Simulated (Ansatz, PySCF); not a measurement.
Gas-phase reaction in SMILES: CF (CH3F) [fluoromethane] → [CH2]F + H atom (the C-H bond at the site shown breaks; other sites are not compared here)
Each molecule is optimised on its own at B3LYP-D3(BJ)/def2-TZVP (Ansatz, a first-principles code). Frequencies are from Ansatz or PySCF.

Property: bond dissociation energy (0 K, with B3LYP-D3(BJ) harmonic zero-point energies), in kcal/mol. Cores are frozen in the correlated levels unless marked. UHF or UKS for open shells. Spin-orbit coupling is left out. Non-relativistic. CBS(X,Y): correlation extrapolated as X^-3; Hartree-Fock from the larger set.

CCSD(T)/CBS(cc-pVTZ,cc-pVQZ) (Ansatz) gives 99.9 kcal/mol.

Another calculation gave 98.0 kcal/mol. Which level was it?
(A) B97M-V/def2-TZVPD (Ansatz)
(B) HF/def2-TZVPD (PySCF)
(C) SVWN5/def2-TZVPD (Ansatz)
(D) r2SCAN0/def2-TZVPD (Ansatz)

A, B97M-V/def2-TZVPD (Ansatz). The others give 93.8 (r2SCAN0), 105.8 (SVWN5), 74.4 (HF) kcal/mol.
